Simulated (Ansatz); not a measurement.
`[OH][Al]([F])[TeH]` + H₂Se → `[OH][Al]([F])[SeH]` + H₂Te at 298.15 K and 1 bar (ligand exchange at the Al–Te bond).

Isolated molecules relaxed with PBE0-D4/def2-TZVP in Ansatz; ΔE leaves out vibrations. CBS: MP2 limit from def2 TZ/QZ plus the TZ coupled-cluster correction, frozen cores. def2 core potentials past Kr. For Se, Te outer-core shells are correlated without core-valence functions, which leaves a few kJ/mol of doubt a bond. Scalar relativity is left out up to krypton. One conformer a species, not always the lowest.

```tsv
species	CCSD(T)/CBS energy (Eh)	H − E (kJ/mol)	S (J/(mol·K))
`[OH][Al]([F])[TeH]`	-686.08822	81.4	348.0
H₂Se	-2401.89790	45.8	219.1
`[OH][Al]([F])[SeH]`	-2819.07650	83.7	337.6
H₂Te	-268.91024	41.3	228.4
```

H − E and S are ideal-gas, rigid-rotor, harmonic terms from PBE0-D4/def2-TZVP, for one conformer and one mirror image of each species. 1 Eh = 2625.50 kJ/mol, R = 8.31446 J/(mol·K).

**Question.** By hand: ΔE, ΔH, ΔS and ΔG.

**Answer.** ΔE = (-2819.07650) + (-268.91024) − (-686.08822) − (-2401.89790) = -0.00062 Eh = -1.6 kJ/mol. Δ(H − E) = 83.7 + 41.3 − 81.4 − 45.8 = -2.2, so ΔH = -3.8 kJ/mol. ΔS = 337.6 + 228.4 − 348.0 − 219.1 = -1.1 J/(mol·K). ΔG = -3.8 − 298.15 × (-1.1)/1000 = -3.5 kJ/mol.

**Question.** By hand: the equilibrium constant, and the temperature at which ΔG would vanish if ΔH and ΔS stayed fixed.

**Answer.** log₁₀ K = −ΔG/(RT ln 10) = 0.6. ΔG = 0 at ΔH/ΔS = 3455 K, far beyond where these terms or the molecules hold.

The number of gas molecules stays the same, so ΔS is small and ΔH decides. The sign of ΔG lies within the doubt. A doubt of 5 kJ/mol in ΔE shifts log₁₀ K by 0.9 here. Other conformers and mirror images would add mixing entropy, several J/(mol·K) or more a flexible species. These are equilibria of isolated gas molecules and say nothing of rates. Largest T1 diagnostic: 0.012 (customary marks: 0.02 for closed shells, 0.045 for open ones).
